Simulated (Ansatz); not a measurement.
Isolated molecules relaxed with PBE0-D4/def2-TZVP in Ansatz; ΔE leaves out vibrations. CCSD(T)/CBS adds triple-zeta CCSD(T) − MP2 to the extrapolated MP2 energy (def2 sets, frozen cores). This one scheme is used for every species, atoms too. DFT in def2-TZVPP. Open shells (•) are unrestricted, without spin–orbit coupling. Spin–orbit coupling would lower the free atoms: a little for C, O, S, Si.

Consider the atomization: `C1O[SiH2]S1` → C• + 4 H• + O• + S• + Si•.

`C1O[SiH2]S1`:

Z-matrix (Å, degrees):
```
C
Si 1 2.345
S 1 1.860 2 59.4
O 1 1.418 2 44.5 3 180.0
H 1 1.091 2 124.4 3 -94.5
H 1 1.091 2 124.4 3 94.5
H 2 1.485 1 125.1 3 97.1
H 2 1.485 1 125.1 3 -97.1
```

| level | ΔE (eV) |
| --- | --- |
| LDA (SPW92) | 34.25 |
| PBE-D4 | 30.24 |
| PBE-QIDH | 29.51 |
| revPBE | 28.92 |
| PBE0 | 29.52 |
| r2SCAN0 | 29.24 |
| HF/def2-TZVPP | 21.00 |
| HF/def2-QZVPP | 21.05 |

**Question.** What does CCSD(T)/CBS give? (Best estimate.)

**Answer.** Computed: +29.77 eV. The listed levels differ from it by 4.48, 0.47, -0.26, -0.85, -0.25, -0.53, -8.77, -8.72 eV.

Largest T1 diagnostic among the species: 0.012.

From r2SCAN to r2SCAN0 (25 % exact exchange), in def2-TZVPP and without D4, ΔE moves by −0.54 eV: exact exchange takes away binding that semilocal exchange gives to molecules. The D4 term adds +0.31 eV with B3LYP and +0.16 eV with PBE0; it sums over pairs of atoms, weighted by their polarisabilities, and B3LYP, whose exchange is more repulsive, gets the larger term. At CCSD(T), def2-SVP lies −2.39 eV from the extrapolated value and def2-TZVPP −0.94 eV: correlation converges slowly with the basis, and small sets miss more of it in the bonded molecule than in its fragments.

B3LYP here is the variant with VWN-RPA as its local correlation; programs differ in this.

For atomizations the MP2-based limit and the directly extrapolated one differ by several kJ/mol either way, and by 10 to 25 for some Ge, Se and Sn compounds, so smaller differences from it don't rank the levels.
